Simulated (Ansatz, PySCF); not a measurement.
Gas-phase reaction 2 R1 → P1, each structure at its B3LYP-D3(BJ)/def2-TZVP stationary point, reached from a drawn start (curvature not checked).
R1, Br2Co (SMILES [Br][Co][Br]) (charge 0, multiplicity 4):
```xyz
3

Co     0.0000     0.0000    -0.0013
Br     2.2416    -0.0037     0.0090
Br    -2.2416     0.0037    -0.0077
```
P1, Br4Co2 (SMILES [Br][Co]1<-[Br][Co]([Br])<-[Br]1) (charge 0, multiplicity 7):
| atom | x (Å) | y (Å) | z (Å) |
|---|---|---|---|
| Co | 1.6484 | 0.0041 | -0.0104 |
| Co | -1.6484 | -0.0051 | -0.0021 |
| Br | -0.0052 | 1.8202 | -0.0251 |
| Br | 0.0052 | -1.8213 | 0.0036 |
| Br | 3.9110 | 0.0130 | 0.0108 |
| Br | -3.9110 | -0.0109 | 0.0231 |

P less R. No zero-point or thermal terms; open shells are unrestricted; no spin–orbit coupling. One arrangement of each flexible species, with no search for the lowest. The spin states of the d-block species are the ones drawn and need not be the lowest.

Run with Ansatz (a quantum-chemistry and plane-wave program) with Gaussian orbitals; PySCF for the D3/D4 terms. No computed number here is a measurement.

### Question
One of these levels gives -145.8 kJ/mol for the reaction energy. Name it.
(A) BLYP-D4/def2-TZVPP
(B) PBE0-D3(BJ)/def2-TZVPP
(C) revPBE/def2-TZVPP

### Answer
B, PBE0-D3(BJ)/def2-TZVPP. The others give -123.7 (BLYP-D4/def2-TZVPP), -105.9 (revPBE/def2-TZVPP)
